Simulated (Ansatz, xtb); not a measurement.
Breaking the N4–H6 bond in CH6InN (SMILES C[NH][InH2]) (multiplicity 1 held, fragments rigid). Energies count from the point at 1.009 Å.
Geometry at that point (charge 0, multiplicity 1):
```
atom    x (Å)    y (Å)    z (Å)
----  -------  -------  -------
In    -0.0375   0.1049   0.6313
H     -1.3488   0.7549   1.5275
H      1.5170  -0.4462   1.1104
N     -0.3698  -0.0467  -1.3619
C      0.5271  -0.5498  -2.3858
H     -1.2572   0.2534  -1.7369
H      0.7661   0.2077  -3.1428
H      0.1169  -1.4218  -2.9107
H      1.4707  -0.8613  -1.9335
```

Restricted levels (R-, RO-) in cc, def2 and unpolarised 6-31G sets keep to the state of the molecule at rest. U- levels take the lowest unrestricted solution at each point, which mixes spins at long bonds. Curves can end on different states.

Correlated levels freeze the cores. Filled d and f shells under p-block atoms count as core.

Codes used: Ansatz (a quantum-chemistry and plane-wave program) with Gaussian orbitals; xtb for the GFN methods. Each number belongs to the level named beside it. In def2 rows elements past Kr take small-core potentials, without spin–orbit coupling. The GFN methods have no spin term and hold the electronic entropy of 300 K.

Energies in kcal/mol.

```csv
R (Å),GFN2-xTB,U-MP2/def2-SVP,R-SCS-MP2/def2-SVP,U-CCSD(T)/def2-SVP
0.807,33.9,37.5,37.6,37.7
0.908,6.4,7.9,7.9,8.0
1.009,0.0,0.0,0.0,0.0
1.110,3.5,3.8,3.7,3.6
1.211,11.4,13.6,13.4,12.9
1.362,25.7,…,32.4,31.3
1.514,40.3,57.8,52.4,50.2
1.766,62.4,96.6,82.2,77.7
2.018,80.3,110.0,105.4,97.4
2.321,95.9,…,125.1,110.2
2.725,107.4,119.2,140.1,116.8
3.229,114.1,118.9,144.7,116.7
```

Problem. Some entries are withheld; supply them.

Solution. 
- 2.321, U-MP2/def2-SVP: 115.6
- 1.362, U-MP2/def2-SVP: 32.8

Doubts at one or more of the structures used: a spin-contaminated determinant (U-MP2/def2-SVP, U-CCSD(T)/def2-SVP); a restricted determinant that unrestricted orbitals would lower (R-SCS-MP2/def2-SVP); T1 above 0.05 (U-CCSD(T)/def2-SVP).
